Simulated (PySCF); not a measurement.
## Steps of a relaxation of [Pr(NH3)2]3+

[Pr(NH3)2]3+ (singlet in the valence; each metal's 4f electrons, 2 of them, lie in its core potential, out of spins and levels; a saddle point, relaxed within its symmetry). PySCF 2.14.0, RKS PBE, Pr lcecp-1-SVP with ECP48, N def2-SVP, H def2-SVP; non-relativistic Hamiltonian with scalar-relativistic core potentials where named; density fitting; no spin-orbit coupling. Origin of the start: template. Columns: position (Å) and force (eV/Å). Energies are counted from the last step; some of the 6 steps are shown. Forces carry noise of the integration grid, about 0.01 to 0.03 eV/Å.

Run from Python with OMP_NUM_THREADS=2. Where DIIS fails, smearing, a level shift and second-order steps follow.
It took 19 s on 2 threads of Arm Neoverse V1, on a shared host, from the converged density of the start.

```xyz
9
step 0  E = 0.141 eV
Pr    0.0000    0.0000    0.0000     0.00    0.00    0.00
N     0.0000    0.0000    2.5950     0.00    0.00   -2.08
H     0.8133    0.4696    2.9930     0.72    0.42    0.65
H    -0.8133    0.4696    2.9930    -0.72    0.42    0.65
H     0.0000   -0.9392    2.9930     0.00   -0.83    0.65
N     0.0000    0.0000   -2.5950     0.00    0.00    2.08
H     0.8133   -0.4696   -2.9930     0.72   -0.42   -0.65
H    -0.8133   -0.4696   -2.9930    -0.72   -0.42   -0.65
H     0.0000    0.9392   -2.9930     0.00    0.83   -0.65
```

```xyz
9
step 2  E = 0.002 eV
Pr    0.0000    0.0000    0.0000     0.00    0.00    0.00
N     0.0000    0.0000    2.5575     0.00    0.00   -0.07
H     0.8185    0.4725    3.0157    -0.08   -0.04    0.01
H    -0.8185    0.4725    3.0157     0.08   -0.04    0.01
H     0.0000   -0.9451    3.0157     0.00    0.09    0.01
N     0.0000    0.0000   -2.5575     0.00    0.00    0.07
H     0.8185   -0.4725   -3.0157    -0.08    0.04   -0.01
H    -0.8185   -0.4725   -3.0157     0.08    0.04   -0.01
H     0.0000    0.9451   -3.0157     0.00   -0.09   -0.01
```

```xyz
9
step 3  E = 0.000 eV
Pr    0.0000    0.0000    0.0000     0.00    0.00    0.00
N     0.0000    0.0000    2.5528     0.00    0.00    0.01
H     0.8153    0.4707    3.0172    -0.03   -0.02   -0.01
H    -0.8153    0.4707    3.0172     0.03   -0.02   -0.01
H     0.0000   -0.9414    3.0172     0.00    0.03   -0.02
N     0.0000    0.0000   -2.5528     0.00    0.00   -0.01
H     0.8153   -0.4707   -3.0172    -0.03    0.02    0.01
H    -0.8153   -0.4707   -3.0172     0.03    0.02    0.01
H     0.0000    0.9414   -3.0172     0.00   -0.03    0.02
```

Task: Where does the relaxation end?

Result: It converges at step 5 in D3d:
```xyz
9
step 5  E = 0
Pr    0.0000    0.0000    0.0000
N     0.0000    0.0000    2.5504
H     0.8142    0.4701    3.0151
H    -0.8142    0.4701    3.0151
H     0.0000   -0.9402    3.0151
N     0.0000    0.0000   -2.5504
H     0.8142   -0.4701   -3.0151
H    -0.8142   -0.4701   -3.0151
H     0.0000    0.9402   -3.0151
```

Task: How did the contacts change?

Result: 
```
     contact  start (Å)  end (Å)
Pr1–N2 (NH3)      2.595    2.550
Pr1–N6 (NH3)      2.595    2.550
```


An lcecp potential fixes the number of 4f electrons, so in runs with it no electron can move into or out of that shell.
